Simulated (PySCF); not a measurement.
## Computed data sheet: `CCCC(=O)C(F)(F)F`

Compound: C5H7F3O.
Numbering: `[CH3:1][CH2:2][CH2:3][C:4](=[O:5])[C:6]([F:7])([F:8])[F:9]` (hydrogens: H10, H11, H12 on C1; H13, H14 on C2; H15, H16 on C3)

Geometry (PBE0-D3(BJ)/def2-SVP, Å), atoms numbered from 1 in this order:
```xyz
16
C5H7F3O angstrom
C     -2.470   -0.027    0.167
C     -1.213   -0.448   -0.576
C      0.046    0.144    0.029
C      1.304   -0.247   -0.687
O      1.368   -0.954   -1.654
C      2.607    0.330   -0.085
F      2.755   -0.106    1.171
F      3.669   -0.020   -0.782
F      2.542    1.665   -0.045
H     -2.441   -0.346    1.222
H     -2.596    1.068    0.158
H     -3.370   -0.468   -0.287
H     -1.274   -0.151   -1.635
H     -1.123   -1.546   -0.586
H      0.167   -0.148    1.089
H      0.009    1.249    0.050
```

Some functional groups and rings: ketone, CF3 group and C–F bond.

PBE0-D3(BJ)/def2-SVP geometry optimisation, gas phase (PySCF):

```
Rotational constants A, B, C : 3.165, 0.865, 0.782 GHz
```

From CAM-B3LYP/def2-SVPD ground state and vertical TDDFT (core frozen in the response) (PySCF):

```
Dipole moment                                                     : 2.95 D
HOMO energy                                                       : -9.83 eV
LUMO energy                                                       : -0.40 eV
HOMO–LUMO gap                                                     : 9.43 eV
Lowest singlet excitation                                         : 4.38 eV (283 nm, f = 0.000)
Static isotropic polarisability                                   : 65.9 au
Electronic spatial extent ⟨r²⟩ about the centre of nuclear charge : 1469 bohr²
```

Monoisotopic mass (most abundant isotopes): 140.0449 u.

The largest Löwdin shares of the HOMO are 0.55 on O5, 0.12 on C4, 0.10 on C3 and 0.09 on C6. S1 lies 5.05 eV below the HOMO–LUMO gap; its leading configuration is HOMO→LUMO, weight 0.97. The dipole matches unit charges of opposite sign 0.61 Å apart (1 e·Å = 4.8032 D). The rotational constants make it an asymmetric top with κ = (2B − A − C)/(A − C) = -0.93, nearer the prolate limit (−1).

One conformer stands for the species.
